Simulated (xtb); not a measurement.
Input file for xtb: GFN2-xTB on CH3BrSi (SMILES C[Si]Br), a point of a torsion scan.

```
$ xtb mol.xyz --gfn 2 --opt vtight --chrg 0 --uhf 0 --input xcontrol
6

C     -0.66150617    -0.00644717     0.01329798
Si     0.88294071     1.05690376    -0.06758025
Br     2.51997640    -0.27069104    -0.88391429
H     -0.80681605    -0.35407666     1.04472989
H     -1.52263406     0.56496875    -0.36576052
H     -0.52676821    -0.89295260    -0.64854654
$constrain
  force constant=1.0
  dihedral: 4,1,2,3,100.0
$end
```

The log:

```
[...]
           -------------------------------------------------
          |                Calculation Setup                |
           -------------------------------------------------



           -------------------------------------------------
          |                 G F N 2 - x T B                 |
           -------------------------------------------------

        Reference                      10.1021/acs.jctc.8b01176
      * Hamiltonian:
        H0-scaling (s, p, d)           1.850000    2.230000    2.230000
        zeta-weighting                 0.500000
      * Dispersion:
        s8                             2.700000
        a1                             0.520000
        a2                             5.000000
        s9                             5.000000
      * Repulsion:
        kExp                           1.500000    1.000000
        rExp                           1.000000
      * Coulomb:
        alpha                          2.000000
        third order                    shell-resolved
        anisotropic                    true
        a3                             3.000000
        a5                             4.000000
        cn-shift                       1.200000
        cn-exp                         4.000000
        max-rad                        5.000000


          ...................................................
          :                      SETUP                      :
          :.................................................:
          :  # basis functions                  27          :
          :  # atomic orbitals                  25          :
          :  # shells                           11          :
          :  # electrons                        18          :
          :  max. iterations                   250          :
          :  Hamiltonian                  GFN2-xTB          :
          :  restarted?                      false          :
          :  GBSA solvation                  false          :
          :  PC potential                    false          :
          :  electronic temp.          300.0000000     K    :
          :  accuracy                    1.0000000          :
          :  -> integral cutoff          0.2500000E+02      :
          :  -> integral neglect         0.1000000E-07      :
          :  -> SCF convergence          0.1000000E-05 Eh   :
          :  -> wf. convergence          0.1000000E-03 e    :
          :  Broyden damping             0.4000000          :
          :  net charge                          0          :
          :  unpaired electrons                  0          :
          ...................................................

 iter      E             dE          RMSdq      gap      omega  full diag
   1     -9.5196227 -0.951962E+01  0.888E+00    2.13       0.0  T
   2     -9.5314209 -0.117982E-01  0.636E+00    2.12       1.0  T
   3     -9.5335287 -0.210785E-02  0.275E+00    2.23       1.0  T
   4     -9.5334791  0.496425E-04  0.951E-01    2.25       1.0  T
   5     -9.5324104  0.106861E-02  0.904E-01    2.44       1.0  T
   6     -9.5337509 -0.134045E-02  0.463E-01    2.39       1.0  T
   7     -9.5337673 -0.163883E-04  0.499E-01    2.30       1.0  T
   8     -9.5341388 -0.371566E-03  0.229E-01    2.33       1.0  T
   9     -9.5342010 -0.622025E-04  0.114E-01    2.36       1.0  T
  10     -9.5342206 -0.195354E-04  0.788E-02    2.35       1.0  T
  11     -9.5342361 -0.155284E-04  0.127E-02    2.34       3.2  T
  12     -9.5342363 -0.202305E-06  0.333E-03    2.35      12.3  T
  13     -9.5342363 -0.141561E-07  0.736E-04    2.34      55.5  T
  14     -9.5342363 -0.286981E-09  0.303E-04    2.34     134.8  T

   *** convergence criteria satisfied after 14 iterations ***

         #    Occupation            Energy/Eh            Energy/eV
      -------------------------------------------------------------
         1        2.0000           -0.8250792             -22.4515
       ...           ...                  ...                  ...
         3        2.0000           -0.5542420             -15.0817
         4        2.0000           -0.4886787             -13.2976
         5        2.0000           -0.4819259             -13.1139
         6        2.0000           -0.4254789             -11.5779
         7        2.0000           -0.4059011             -11.0451
         8        2.0000           -0.4054819             -11.0337
         9        2.0000           -0.3527020              -9.5975 (HOMO)
        10                         -0.2665277              -7.2526 (LUMO)
        11                         -0.1938905              -5.2760
        12                         -0.1539063              -4.1880
        13                         -0.0693891              -1.8882
        14                         -0.0365032              -0.9933
       ...                                ...                  ...
        25                          0.8443698              22.9765
      -------------------
[...]
        -0.4002001             -10.8900
         8        2.0000           -0.3997764             -10.8785
         9        2.0000           -0.3600093              -9.7964 (HOMO)
        10                         -0.2709089              -7.3718 (LUMO)
        11                         -0.2064582              -5.6180
        12                         -0.1564304              -4.2567
        13                         -0.0666216              -1.8129
        14                         -0.0379025              -1.0314
       ...                                ...                  ...
        25                          0.7334688              19.9587
      -------------------------------------------------------------
                  HL-Gap            0.0891005 Eh            2.4245 eV
             Fermi-level           -0.3154591 Eh           -8.5841 eV

 SCC (total)                   0 d,  0 h,  0 min,  0.002 sec
 SCC setup                      ...        0 min,  0.000 sec (  1.965%)
 Dispersion                     ...        0 min,  0.000 sec (  0.557%)
 classical contributions        ...        0 min,  0.000 sec (  0.240%)
 integral evaluation            ...        0 min,  0.000 sec ( 27.245%)
 iterations                     ...        0 min,  0.000 sec ( 21.922%)
 molecular gradient             ...        0 min,  0.001 sec ( 44.878%)
 printout                       ...        0 min,  0.000 sec (  2.917%)

         :::::::::::::::::::::::::::::::::::::::::::::::::::::
         ::                     SUMMARY                     ::
         :::::::::::::::::::::::::::::::::::::::::::::::::::::
         :: total energy              -9.472875294594 Eh    ::
         :: gradient norm              0.000053479673 Eh/a0 ::
         :: HOMO-LUMO gap              2.424547553472 eV    ::
         ::.................................................::
         :: SCC energy                -9.538211133204 Eh    ::
         :: -> isotropic ES            0.015558331626 Eh    ::
         :: -> anisotropic ES         -0.000061034213 Eh    ::
         :: -> anisotropic XC         -0.007692869040 Eh    ::
         :: -> dispersion             -0.003336666569 Eh    ::
         :: repulsion energy           0.065335219024 Eh    ::
         :: add. restraining           0.000000619586 Eh    ::
         :: total charge               0.000000000000 e     ::
         :::::::::::::::::::::::::::::::::::::::::::::::::::::

           -------------------------------------------------
          |                Property Printout                |
           -------------------------------------------------

    * Orbital Energies and Occupations

         #    Occupation            Energy/Eh            Energy/eV
      -------------------------------------------------------------
         1        2.0000           -0.8198213             -22.3085
         2        2.0000           -0.6566288             -17.8678
         3        2.0000           -0.5576516             -15.1745
         4        2.0000           -0.4818934             -13.1130
         5        2.0000           -0.4804594             -13.0740
         6        2.0000           -0.4203737             -11.4390
         7        2.0000           -0.4002001             -10.8900
         8        2.0000           -0.3997764             -10.8785
         9        2.0000           -0.3600093              -9.7964 (HOMO)
        10                         -0.2709089              -7.3718 (LUMO)
        11                         -0.2064582              -5.6180
        12                         -0.1564304              -4.2567
        13                         -0.0666216              -1.8129
        14                         -0.0379025              -1.0314
        15                         -0.0338346              -0.9207
        16                          0.0273294               0.7437
        17                          0.0640306               1.7424
        18                          0.0667245               1.8157
        19                          0.1091086               2.9690
        20                          0.1115696               3.0360
       ...                                ...                  ...
        25                          0.7334688              19.9587
      -------------------------------------------------------------
                  HL-Gap            0.0891005 Eh            2.4245 eV
             Fermi-level           -0.3154591 Eh           -8.5841 eV

     #   Z          covCN         q      C6AA      α(0)
     1   6 C        3.647    -0.193    24.672     7.137
     2  14 Si       1.694     0.429   183.458    28.794
     3  35 Br       0.823    -0.329   194.031    22.458
     4   1 H        0.925     0.026     2.637     2.539
     5   1 H        0.925     0.016     2.794     2.614
     6   1 H        0.925     0.049     2.327     2.385
Note: The following floating-point exceptions are signalling: IEEE_DENORMAL
normal termination of xtb

 Mol. C6AA /au·bohr⁶  :       1359.058849
 Mol. C8AA /au·bohr⁸  :      70713.976491
 Mol. α(0) /au        :         65.928708


Wiberg/Mayer (AO) data.
largest (>0.10) Wiberg bond orders for each atom

 ---------------------------------------------------------------------------
     #   Z sym  total        # sym  WBO       # sym  WBO       # sym  WBO
 ---------------------------------------------------------------------------
     1   6 C    3.975 --     2 Si   1.007     5 H    0.987     4 H    0.978
                             6 H    0.972
     2  14 Si   2.251 --     3 Br   1.195     1 C    1.007
     3  35 Br   1.231 --     2 Si   1.195
     4   1 H    0.999 --     1 C    0.978
     5   1 H    1.000 --     1 C    0.987
     6   1 H    0.998 --     1 C    0.972
 ---------------------------------------------------------------------------

Topologies differ in total number of bonds
Writing topology from bond orders to xtbtopo.mol

molecular dipole:
                 x           y           z       tot (Debye)
 q only:       -0.723       1.057       0.460
   full:       -1.529       0.757       0.582       4.581
molecular quadrupole (traceless):
                xx          xy          yy          xz          yz          zz
 q only:       -6.724       3.835       5.443       3.576      -0.561       1.280
  q+dip:       -9.832       4.689       5.460       5.908      -1.726       4.372
   full:       -9.519       3.988       3.488       6.106      -2.684       6.031

           -------------------------------------------------
          |                Geometry Summary                 |
           -------------------------------------------------

      molecular mass/u    :      123.0235846
   center of mass at/Å    :        1.7244869       0.0520561      -0.5686400
  moments of inertia/u·Å² :        0.3272645E+02   0.1880289E+03   0.2176677E+03
rotational constants/cm⁻¹ :        0.5151072E+00   0.8965449E-01   0.7744662E-01

 * 3 selected distances

     #   Z          #   Z                                           value/Å
     1   6 C        4   1 H                                       1.0903957 (max)
     1   6 C        5   1 H                                       1.0894270 (min)
     1   6 C        6   1 H                                       1.0900308

 * 1 distinct bonds (by element types)

   Z      Z             #   av. dist./Å        max./Å        min./Å
   1 H    6 C           3     1.0899512     1.0903957     1.0894270


optimized geometry written to: xtbopt.xyz


           -------------------------------------------------
          | TOTAL ENERGY               -9.472875294594 Eh   |
          | GRADIENT NORM               0.000053479673 Eh/α |
          | HOMO-LUMO GAP               2.424547553472 eV   |
           -------------------------------------------------

------------------------------------------------------------------------
------------------------------------------------------------------------
 total:
 SCF:
 ANC optimizer:
```

The run finished.

Warnings raised: the energy holds the restraint's term.

Cost: about 0.04 core-seconds (a rough figure).
